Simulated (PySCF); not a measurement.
**CH13NSi4**

CH13NSi4 is a small molecule, neutral, singlet. The structure, one conformer, was relaxed in the gas phase by PBE0-D3(BJ)/def2-SVP. No frequency run checks that it is a minimum.

SMILES: CN[Si]([SiH3])([SiH3])[SiH3]

```xyz
19

Si   -0.486   -0.908    2.150
Si    0.055   -0.287   -0.064
Si    0.505   -2.228   -1.298
Si    2.024    0.990    0.052
N    -1.179    0.613   -0.908
C    -1.531    1.978   -0.592
H     0.663   -1.626    2.789
H    -1.680   -1.812    2.181
H    -0.801    0.300    2.978
H    -0.761   -2.991   -1.540
H     1.448   -3.104   -0.536
H     1.114   -1.894   -2.623
H     1.860    2.184    0.941
H     3.114    0.135    0.619
H     2.433    1.463   -1.308
H    -1.956    0.071   -1.273
H    -0.621    2.562   -0.381
H    -2.027    2.465   -1.447
H    -2.195    2.087    0.288
```
(Å; atoms numbered from 1)

Shieldings: GIAO PBE0/pcSseg-1. Shifts are against computed references at the same level: C TMS (σ 184.4 ppm), H TMS (σ 31.27 ppm), Si TMS (σ 352.0 ppm). Core levels by delta-SCF with SCAN, pcX-2 on the ionised atom and pcseg-1 elsewhere, spin-free X2C (2p3/2 is the spin-free 2p value less a third of a first-order spin-orbit splitting); from the vacuum level, for chosen atoms.

(1) Give the shieldings and core levels atom by atom.

(2) Which of Si1, Si2, Si3, Si4 holds its core electrons tightest, and by how much against the loosest?

(3) By CAM-B3LYP/def2-SVPD (TDDFT singlets, Tamm-Dancoff triplets, ionisation by delta-SCF), where does absorption start, and what does vertical ionisation take?

Results:

(1) 
```csv
atoms,bonded to,σ (ppm),δ (ppm),core level (eV)
Si1,1 Si + 3 H,464.3,-112.4,2p3/2 106.02
Si2,1 N + 3 Si,396.6,-44.6,2p3/2 105.97
Si3,1 Si + 3 H,455.2,-103.2,2p3/2 106.24
Si4,1 Si + 3 H,457.7,-105.8,2p3/2 106.22
N5,1 C + 1 Si + 1 H,265.2,-,1s 404.24
C6,1 N + 3 H,149.8,34.6,-
H7 H8 H9,1 Si,27.77,3.49,-
H10 H11 H12,1 Si,27.64,3.63,-
H13 H14 H15,1 Si,27.54,3.73,-
H16,1 N,32.29,-1.02,-
H17 H18 H19,1 C,28.69,2.57,-
```

Values are those of this one static structure, with the three H of a rotating XH3 group averaged; atoms that internal rotation interchanges would show their mean in an NMR spectrum.

(2) Si3 (bonded to 1 Si + 3 H), by 0.28 eV over Si2 (bonded to 1 N + 3 Si).

(3) The lowest singlet lies at 5.03 eV (f 0.004), the strongest of the first 6 at 6.47 eV (f 0.049), the lowest triplet at 4.64 eV; vertical ionisation takes 8.31 eV.
